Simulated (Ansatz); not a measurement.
Basis-set extrapolation for CH$_{7}$NSi$_{2}$ (`[SiH3]/C=N\[SiH3]`) (PBE0-D4/def2-TZVP geometry, frozen core, Ansatz). Multiplicity 1, RHF reference.

|  | def2-TZVPP | def2-QZVPP |
| --- | --- | --- |
| HF | -674.291000 | -674.313779 |
| MP2 correlation | -0.613066 | -0.655676 |
| CCSD(T) correlation | -0.693792 | not run |

Energies in hartree. Use E(X) = E(∞) + A·exp(−7.88·√X) for Hartree–Fock and E(X) = E(∞) + B·X^(−2.97) for correlation, with X = 3 and 4, and add CCSD(T) minus MP2 of the smaller set to the MP2 limit.

Task: What is the CCSD(T) energy at the basis-set limit?

Result: HF limit: -674.313779 + (-0.022779) × 0.13774 = -674.31692. MP2 limit: -0.655676 + (-0.042610) × 0.74074 = -0.68724. Higher-order term: -0.693792 − (-0.613066) = -0.08073. Total: -675.08489 hartree, 262.8 kJ/mol below CCSD(T)/def2-TZVPP.
